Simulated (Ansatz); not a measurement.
This geometry of ClH + F2H4HfN2 (11 atoms, charge 0, multiplicity 1) is a first-order saddle point.

The calculation used RKS PBE/def2-SVP in Ansatz.

```xyz
11
Properties=species:S:1:pos:R:3
Hf -0.363 -0.006 0.103
F -0.034 0.400 2.167
F 1.517 -0.163 -0.280
N -0.967 1.655 -0.888
H -1.631 1.714 -1.667
H -0.566 2.588 -0.731
N -1.084 -1.608 -0.916
H -1.951 -2.117 -0.716
H -0.554 -2.120 -1.631
Cl -2.514 -0.419 1.782
H -1.218 0.077 2.349
```

(1) Which two structures does it join? (They come from a converged band through this point; their orientation in space is the band's.)

(2) How far does it lie above each of them?

Results:

(1) Bonds broken: Cl10–H11. Bonds formed: Hf1–Cl10, F2–H11. ClH + F2H4HfN2 becomes ClF2H5HfN2.

Initial state:

```xyz
11
Properties=species:S:1:pos:R:3
Hf 0.039 0.034 -0.081
F -0.056 0.173 1.890
F 1.881 -0.017 -0.647
N -0.832 1.693 -0.872
H -1.687 1.739 -1.437
H -0.485 2.651 -0.737
N -0.959 -1.575 -0.804
H -1.862 -1.868 -0.408
H -0.663 -2.263 -1.506
Cl -2.989 -0.443 1.918
H -1.752 -0.124 2.257
```

Final state:

```xyz
11
Properties=species:S:1:pos:R:3
Hf -0.556 -0.256 0.142
F -0.160 1.166 2.072
F 1.339 -0.596 0.243
N -1.040 1.494 -0.772
H -1.410 1.614 -1.721
H -0.829 2.421 -0.383
N -1.123 -1.613 -1.250
H -2.089 -1.821 -1.533
H -0.501 -2.267 -1.741
Cl -2.102 -0.818 2.017
H -0.895 0.675 2.499
```

(2) 0.083 eV above the first and 0.131 eV above the second. This is the barrier of this one path; another mechanism may lie lower. The orbitals stay closed-shell, which can raise the energy where a bond breaks towards radicals; this wasn't checked here.

The run took 2.6 min on 4 threads of Arm Neoverse V1, on a shared host, peak memory 0.2 GiB.
